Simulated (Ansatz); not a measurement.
Relaxation of MgBr₂ with RKS PBE-D4/def2-TZVP.

```sh
$ ansatz run in.yaml --threads 4 --pin off --events-out ev --progress --plain --max-ram 3916MiB
```

```yaml
crystal:
  periodic: [false, false, false]
  atoms:
    - {symbol: Mg, position_ang: [0.893010, 1.270350, 0.263950]}
    - {symbol: Br, position_ang: [-1.350100, -0.218600, 0.843970]}
    - {symbol: Br, position_ang: [0.457090, -1.051750, -1.107920]}
basis:
  gaussian: {orbitals: def2-TZVP}
hamiltonian: {xc: pbe, dispersion: d4}
scf: {lower_state_search: "off"}
output: {orbitals: {seedname: orbitals}}
relax: {f_tol: 0.02, max_steps: 100}
```

Run time 10 s (4 threads of Arm Neoverse V1 on a shared host).

Positions (Å) and forces (eV/Å) at steps 1, 2, 3, 4, 5, 6, 7, 8, 10 of 10:

```xyz
3
step=1 energy=-145513.2865 eV
Mg    0.893    1.270    0.264   -0.860   -1.523   -0.472
Br   -1.350   -0.219    0.844   -0.457    0.949    1.033
Br    0.457   -1.052   -1.108    1.318    0.574   -0.561
3
step=2 energy=-145514.3376 eV
Mg    0.799    1.106    0.214   -1.675   -2.240   -0.391
Br   -1.412   -0.109    0.970    0.043    1.514    1.074
Br    0.613   -0.997   -1.184    1.632    0.726   -0.683
3
step=3 energy=-145515.2640 eV
Mg    0.689    0.945    0.178   -1.328   -1.206    0.107
Br   -1.433    0.000    1.065    0.214    1.091    0.638
Br    0.744   -0.945   -1.243    1.114    0.115   -0.745
3
step=4 energy=-145515.8564 eV
Mg    0.542    0.818    0.195   -0.079   -0.819   -0.539
Br   -1.435    0.134    1.164   -0.579    0.454    0.762
Br    0.893   -0.952   -1.359    0.658    0.365   -0.223
3
step=5 energy=-145516.2332 eV
Mg    0.475    0.691    0.152   -0.432   -0.702   -0.192
Br   -1.519    0.241    1.305    0.009    0.425    0.304
Br    1.044   -0.932   -1.457    0.423    0.277   -0.112
3
step=6 energy=-145516.5209 eV
Mg    0.364    0.528    0.115   -0.340   -0.527   -0.132
Br   -1.566    0.368    1.433    0.085    0.296    0.153
Br    1.202   -0.897   -1.549    0.255    0.231   -0.021
3
step=7 energy=-145516.7002 eV
Mg    0.252    0.366    0.080   -0.226   -0.347   -0.085
Br   -1.580    0.480    1.525    0.064    0.193    0.093
Br    1.327   -0.846   -1.605    0.162    0.154   -0.008
3
step=8 energy=-145516.8053 eV
Mg    0.141    0.204    0.045   -0.120   -0.184   -0.046
Br   -1.566    0.578    1.586    0.016    0.111    0.069
Br    1.425   -0.782   -1.631    0.103    0.073   -0.024
3
step=10 energy=-145516.8513 eV
Mg    0.000    0.000    0.000    0.001   -0.001   -0.001
Br   -1.519    0.689    1.632    0.001    0.000   -0.001
Br    1.519   -0.689   -1.633   -0.002    0.001    0.002
```

The structure comes from a short search, and lower isomers may exist.
